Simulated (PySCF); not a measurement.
## Radial density of Ti (titanium, neutral)

LC-wPBE, [Ar] 3d1 4s2 5s1, high-spin 3D determinant (an excited configuration). Computed with PySCF 2.14 in x2c-QZVPPall with one added diffuse shell each of s, p, d, f, g type (12s8p6d4f3g, 121 functions), with the spin-free X2C one-electron Hamiltonian (Gaussian nucleus).

```
r (bohr)  4πr²ρ (e/bohr)  4πr²(ρα − ρβ)
 0.00112          0.1423         0.0000
 0.00189          0.3701         0.0000
 0.00318          0.9421         0.0001
 0.00534           2.316         0.0002
 0.00899           5.365         0.0004
  0.0151           11.21         0.0008
  0.0254           19.68         0.0013
  0.0428           25.94         0.0010
  0.0719           23.10        -0.0009
   0.121           19.87         0.0002
   0.203           27.61         0.0284
   0.342           19.28         0.1543
   0.576           7.769         0.5020
   0.968           9.689         0.7346
    1.63           2.925         0.4289
    2.74          0.9866         0.1029
    4.61          0.2326         0.0132
    7.75          0.1624         0.1580
    13.0         0.03901         0.0390
    21.9       4.826e-05         0.0000
```

Densities and radii are taken from the X2C orbitals without a picture-change correction, which distorts them close to the nucleus.

The outer electron is Rydberg-like, and this basis confines it to a smaller radius and binds it less than a complete one would.
